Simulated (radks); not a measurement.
The numbers below are computed, except where a source is named.
Neutral calcium, 20 electrons, occupied as [Ar] 4s2. Level of theory: scalar-relativistic Kohn-Sham, r2SCAN, spin-polarised, spherical densities, finite nucleus; meta-GGA in the generalised Kohn-Sham scheme; Fermi nuclear charge, rms radius 3.4776 fm (a radial shooting solver on a logarithmic mesh with Libxc functionals).

Normalised radial functions P(r) = r R(r), r in bohr:

r,3s,3p,4s
0.002512,0.0445,0.0006,0.0115
0.003297,0.0573,0.0010,0.0148
0.004328,0.0734,0.0016,0.0190
0.005681,0.0934,0.0027,0.0241
0.007456,0.1179,0.0046,0.0304
0.009787,0.1469,0.0076,0.0379
0.01285,0.1801,0.0127,0.0465
0.01686,0.2160,0.0208,0.0558
0.02231,0.2522,0.0344,0.0651
0.02929,0.2805,0.0550,0.0724
0.03844,0.2922,0.0863,0.0754
0.05045,0.2743,0.1318,0.0707
0.06623,0.2116,0.1941,0.0544
0.08693,0.0924,0.2728,0.0234
0.1141,-0.0832,0.3607,-0.0221
0.1498,-0.2898,0.4384,-0.0754
0.1966,-0.4667,0.4722,-0.1204
0.258,-0.5252,0.4175,-0.1333
0.3387,-0.3826,0.2363,-0.0923
0.4446,-0.0217,-0.0728,0.0059
0.5835,0.4649,-0.4544,0.1317
0.7659,0.8832,-0.7921,0.2217
1.005,1.0357,-0.9513,0.2067
1.32,0.8753,-0.8723,0.0617
1.746,0.5359,-0.6135,-0.1694
2.292,0.2375,-0.3325,-0.3884
3.008,0.0714,-0.1338,-0.5306
3.948,0.0150,-0.0408,-0.5297
5.183,0.0018,-0.0081,-0.3991
6.803,0.0001,-0.0009,-0.2194
8.929,0.0000,-0.0001,-0.0828
11.72,0.0000,0.0000,-0.0201

3s: eigenvalue -48.935 eV, 2 radial nodes at r = 0.101, 0.450 bohr, <r> = 1.16 bohr, 90 % of the charge inside 1.73 bohr. 3p: eigenvalue -28.953 eV, 1 radial node at r = 0.420 bohr, <r> = 1.27 bohr, 90 % of the charge inside 1.96 bohr. 4s: eigenvalue -3.832 eV, 3 radial nodes at r = 0.101, 0.439, 1.43 bohr, <r> = 4.08 bohr, 90 % of the charge inside 6.08 bohr.
